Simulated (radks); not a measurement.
Neutral manganese inside a hard spherical wall (all orbitals vanish at R), configuration held at [Ar] 3d5 4s2 and not refilled when levels cross. All-electron calculation, non-relativistic Kohn-Sham, PBEsol, spin-polarised, spherical densities, point nucleus; open shells are filled with parallel spins first. Program: a radial shooting solver on a logarithmic mesh with Libxc functionals. Eigenvalues in eV for spin up, with the zero of energy where the potential of the charges vanishes at infinity; a dash marks a level that is unbound or too diffuse for the functional's potential to be trusted. A positive occupied level is held by the wall or, in an anion where self-interaction has pushed it up, behind a barrier. The pressure on the wall is -dE/dV.

| R (bohr) | E (hartree) | kinetic (hartree) | e(3s) | e(3p) | e(3d) | e(4s) | e(4p, empty) | e(5s, empty) | pressure (GPa) |
|---|---|---|---|---|---|---|---|---|---|
| free | -1149.64430 | 1148.607 | -85.455 | -55.677 | -8.443 | -5.449 | -1.546 | - | 0 |
| 20 | -1149.64430 | 1148.607 | -85.455 | -55.677 | -8.443 | -5.449 | -1.546 | - | < 0.0001 |
| 15 | -1149.64430 | 1148.607 | -85.455 | -55.677 | -8.442 | -5.449 | -1.544 | 0.312 | < 0.0001 |
| 12 | -1149.64425 | 1148.607 | -85.449 | -55.671 | -8.436 | -5.444 | -1.523 | 0.811 | 0.000919 |
| 8 | -1149.63994 | 1148.639 | -85.205 | -55.427 | -8.198 | -5.244 | -1.094 | 4.049 | 0.175 |
| 7 | -1149.63126 | 1148.691 | -84.887 | -55.109 | -7.892 | -4.960 | -0.594 | 6.608 | 0.682 |
| 5 | -1149.52392 | 1149.167 | -82.790 | -53.023 | -5.901 | -2.627 | 2.928 | 20.810 | 12.9 |
| 3.5 | -1148.88340 | 1151.412 | -76.597 | -46.938 | 0.056 | 7.332 | 15.826 | 63.075 | 196 |
| 2 | -1140.71326 | 1177.018 | -44.866 | -14.773 | 35.963 | 97.803 | 114.70 | 314.45 | 11000 |
